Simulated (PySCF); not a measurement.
Question: Write Cartesian coordinates for `O(C(C)C)[C@@H](CCC)C` as optimised with PBE0-D3(BJ)/def2-SVP.

Answer: 
```xyz
27
C8H18O angstrom
C      3.3121   -1.2834   -1.5879
C      2.1528   -0.8951   -0.6850
C      2.0474    0.6045   -0.4537
C      0.8723    1.0073    0.4229
C      0.8401    2.5034    0.6955
O     -0.3068    0.5978   -0.2372
C     -1.4190    0.3143    0.5847
C     -1.3519   -1.1109    1.1138
C     -2.6608    0.5635   -0.2477
H      3.3581   -2.3718   -1.7450
H      3.2209   -0.8092   -2.5784
H      4.2789   -0.9681   -1.1626
H      1.2013   -1.2447   -1.1157
H      2.2509   -1.4065    0.2895
H      1.9416    1.1237   -1.4229
H      2.9769    0.9853    0.0036
H      0.9631    0.4692    1.3891
H     -0.0410    2.7797    1.2941
H      0.7945    3.0584   -0.2540
H      1.7356    2.8266    1.2475
H     -1.4279    1.0125    1.4462
H     -2.2066   -1.3308    1.7716
H     -1.3639   -1.8253    0.2761
H     -0.4303   -1.2798    1.6909
H     -2.6494   -0.0833   -1.1385
H     -3.5743    0.3501    0.3268
H     -2.6912    1.6086   -0.5874
```

Any rigid rotation of these coordinates is as good. Atoms count from 1 in this order. Of the pairs four or more bonds apart, O6···H13 is among the closest relative to their van der Waals radii: 2.54 Å, 93 % of the sum of Bondi's values.

Bonds between heavy atoms (Å): C1–C2 1.520, C2–C3 1.521, C3–C4 1.520, C4–C5 1.521, C4–O6 1.412, O6–C7 1.412, C7–C8 1.522, C7–C9 1.516.

The calculation used PySCF 2.14.0, PBE0-D3(BJ)/def2-SVP geometry optimisation, gas phase.

Point group: C1 (no symmetry element, even within 0.4 Å). No frequency check. One conformer, not necessarily the lowest (C1–C2–C3–C4 179°, C2–C3–C4–C5 177°, C3–C4–O6–C7 153°, C4–O6–C7–C8 -84°).
